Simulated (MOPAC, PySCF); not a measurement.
Potential energy curve for OH (anion, charge -1), singlet.

Methods: RKS-M06-2X = restricted M06-2X/aug-cc-pVTZ in PySCF; CASSCF(8,5)/aug-cc-pVTZ (PySCF); PM7, restricted, heats of formation (MOPAC).

Energies are in kcal/mol, each relative to the lowest point of its own curve near equilibrium.

```
R / Å  RKS-M06-2X  CASSCF(8,5)    PM7
-----  ----------  -----------  -----
0.77         35.3         35.7    4.3
0.81         19.8         20.3    1.7
0.87          6.2          6.7    0.0
0.91          1.8          2.1    0.2
0.94          0.3          0.5    1.0
0.97          0.0          0.0    2.3
1.00          0.7          0.5    4.1
1.03          2.3          1.6    6.3
1.07          5.3          4.1   10.1
1.13         11.4          9.0   17.0
1.20         19.9         15.7   26.8
1.31         34.7         26.9   44.7
1.45         53.6         40.4   69.7
1.58         70.0         51.3   92.7
1.73         86.7         61.7  117.3
1.94        105.9         72.9  146.3
2.13        119.3         79.9  166.7
2.38        132.0         85.8  186.4
2.58        139.5         88.6  197.5
2.88        147.7         90.9  208.7
3.37        156.3         92.4  218.6
3.84        160.9         92.9  223.4
```

At the longest distance, 3.84 Å, PM7 lies highest above its minimum (223.4 kcal/mol) and CASSCF(8,5) lowest (92.9 kcal/mol).

At the longest distance RKS-M06-2X leaves fractional charges on the fragments, a sign of delocalisation error or of the restricted form. The restricted form behind RKS-M06-2X, PM7 keeps the bonding electrons paired and can't separate into open-shell fragments. Where the anion isn't bound against loss of the electron, the finite basis alone holds it.
